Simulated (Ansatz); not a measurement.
`C[Si](C)(F)P`. Charge 0, multiplicity 1.

Cartesian coordinates in Å:
```
C -1.677 -0.471 0.231
Si -0.011 0.326 0.018
C 0.887 -0.290 -1.489
F -0.255 1.907 -0.179
P 1.244 -0.058 1.847
H -2.195 -0.076 1.108
H -1.574 -1.552 0.356
H -2.304 -0.287 -0.645
H 1.067 -1.366 -1.417
H 1.851 0.209 -1.607
H 0.296 -0.102 -2.390
H 2.195 0.942 1.507
H 0.476 0.818 2.661
```

What are the harmonic wavenumbers in cm⁻¹ at PBE0-D4/def2-TZVP (Ansatz, finite differences of forces, unscaled)? (Estimate.)

Ansatz gave: 132, 144, 149, 158, 167, 211, 246, 263, 440, 604, 636, 667, 696, 763, 785, 818, 853, 902, 1088, 1276, 1281, 1440, 1442, 1448, 1455, 2407, 2417, 3050, 3050, 3134, 3136, 3140, 3140.

Is this a minimum?

Yes, all 33 modes are real.

Give the ideal-gas thermochemistry at 298.15 K and 1 bar (rigid rotor, harmonic oscillator; point group Cs, symmetry number 1).

Zero-point energy 248.4 kJ/mol; H(298) − E = 274.0 kJ/mol; entropy 376.0 J/(mol·K), of which translation 167.5, rotation 115.2, vibration 93.3; G(298) − E = 162.0 kJ/mol.

And at 400, 500, 600, 800 and 1000 K?


```json
{"T (K)": "400", "H − E (kJ/mol)": "288.9", "S (J/mol/K)": "418.8", "G − E (kJ/mol)": "121.4"}
{"T (K)": "500", "H − E (kJ/mol)": "305.8", "S (J/mol/K)": "456.2", "G − E (kJ/mol)": "77.7"}
{"T (K)": "600", "H − E (kJ/mol)": "324.3", "S (J/mol/K)": "490.0", "G − E (kJ/mol)": "30.3"}
{"T (K)": "800", "H − E (kJ/mol)": "365.6", "S (J/mol/K)": "549.2", "G − E (kJ/mol)": "-73.8"}
{"T (K)": "1000", "H − E (kJ/mol)": "411.1", "S (J/mol/K)": "599.9", "G − E (kJ/mol)": "-188.8"}
```
